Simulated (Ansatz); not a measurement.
Born–Oppenheimer molecular dynamics of F$_{5}$H$_{3}$OW (10 atoms, charge 0, multiplicity 1). It starts at the highest image of a converged band. Of that band: Beside the main top the profile has a ripple of under 15 meV (maxima at images 3, 7), which may be a very shallow well or noise. A vibrational analysis at the climbing image gives one clearly imaginary mode, 180i cm⁻¹: a first-order saddle point.

The calculation used RKS B3LYP/def2-SVP in Ansatz 0.2.0.

- ensemble: NVE (velocity Verlet)
- time step: 0.5 fs
- steps asked: 200
- starting velocities drawn for: 100 K
- seed: 3027

First frame:

```xyz
10
Properties=species:S:1:pos:R:3
W -0.034 -0.043 -0.258
H -0.848 0.817 0.966
O 1.714 -0.674 -0.509
H 2.316 -0.820 0.240
F 0.480 1.738 -0.484
F -1.702 -0.878 -0.409
F 0.050 -1.218 1.223
F -0.324 0.043 -2.105
F 1.669 0.875 1.766
H 1.204 1.455 2.326
```

Q: How far do the bonds stretch over the last three quarters of this one trajectory? (Pairs bonded in most of those frames.)

A: 
```json
{"bond": "W1–H2", "mean (Å)": "1.699", "spread (Å)": "0.010", "shortest": "1.68", "longest": "1.72"}
{"bond": "W1–O3", "mean (Å)": "1.878", "spread (Å)": "0.009", "shortest": "1.87", "longest": "1.90"}
{"bond": "W1–F5", "mean (Å)": "1.887", "spread (Å)": "0.015", "shortest": "1.87", "longest": "1.92"}
{"bond": "W1–F6", "mean (Å)": "1.869", "spread (Å)": "0.006", "shortest": "1.86", "longest": "1.88"}
{"bond": "W1–F7", "mean (Å)": "1.888", "spread (Å)": "0.006", "shortest": "1.88", "longest": "1.90"}
{"bond": "W1–F8", "mean (Å)": "1.869", "spread (Å)": "0.006", "shortest": "1.86", "longest": "1.88"}
{"bond": "W1–F9", "mean (Å)": "2.704", "spread (Å)": "0.017", "shortest": "2.68", "longest": "2.74"}
{"bond": "O3–H4", "mean (Å)": "0.972", "spread (Å)": "0.003", "shortest": "0.97", "longest": "0.98"}
{"bond": "F9–H10", "mean (Å)": "0.934", "spread (Å)": "0.003", "shortest": "0.93", "longest": "0.94"}
```

Mean temperature of the second half: 92 K. The conserved energy stayed within 0.0068 meV per atom of its start (net change 0.0044 meV per atom), so the integration is sound. A run of 0.1 ps of so small a system gives no equilibrium averages. The orbitals stay closed-shell, which can raise the energy where a bond breaks towards radicals; this wasn't checked here.

Run time: 10 min on 4 threads of Arm Neoverse V1, with other jobs on the host, peak memory 0.35 GiB.
